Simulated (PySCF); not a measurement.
SMILES C(=Cc1cccs1)c1cccnc1 (C11H9NS) at its GFN2-xTB optimised geometry (Å):

```
22

C      0.2228     0.1378     0.0000
C     -0.6634    -0.8732    -0.0001
C     -2.0855    -0.7130    -0.0001
C     -2.8554     0.4245     0.0000
C     -4.2360     0.1610    -0.0001
C     -4.5196    -1.1695    -0.0001
S     -3.1002    -2.1309     0.0002
C      1.6630     0.0094     0.0000
C      2.3503    -1.2093     0.0000
C      3.7320    -1.2093     0.0000
C      4.3988     0.0080     0.0000
N      3.7697     1.1719     0.0000
C      2.4531     1.1677     0.0000
H     -0.1418     1.1563     0.0000
H     -0.3220    -1.8992     0.0000
H     -2.4450     1.4176     0.0001
H     -4.9901     0.9279     0.0000
H     -5.4795    -1.6463    -0.0001
H      1.8115    -2.1451     0.0000
H      4.2845    -2.1366     0.0000
H      5.4795     0.0588     0.0000
H      1.9856     2.1451     0.0000
```

Calculation: PBE0/def2-SVP (PySCF 2.14.0).

Map of the deformation density (molecule minus spherical neutral atoms) (e/bohr³) on the plane z = 0.8 Å:

```
|5555555555555555555555555555555|
|5555555555555555555555555555555|
|5555555555555555555555555555555|
|5555555555555555555555555555555|
|5555555555555555555555555555555|
|5555555555555555555555555555555|
|5555555555555555555555555555555|
|5555555555555555554445555555555|
|5555555555555555444444455555555|
|5555544444444444444444455555555|
|5554444444444444443333455555555|
|5544444444344444443432455544555|
|5544433333334433332212254444455|
|5444333222433334212213012334445|
|5444342252222222122520031234445|
|5444322233631144230210010343444|
|5444337301433256222521253234445|
|5443334301323112212225232234445|
|4443442433522233322214223344455|
|4443333468422333333422243344455|
|5444433369534434443333333444555|
|5444444456544444444444444444555|
|5554444445544444444444444445555|
|5555554445555555544444444455555|
|5555555555555555555555555555555|
|5555555555555555555555555555555|
|5555555555555555555555555555555|
|5555555555555555555555555555555|
|5555555555555555555555555555555|
|5555555555555555555555555555555|
|5555555555555555555555555555555|
```
Scale: ten equal steps from -0.015 (start of '0') to 0.015 (end of '9'), in the order '0123456789'; x runs from -7.50 to 7.50, y from -7.50 (bottom) to 7.50 (top).
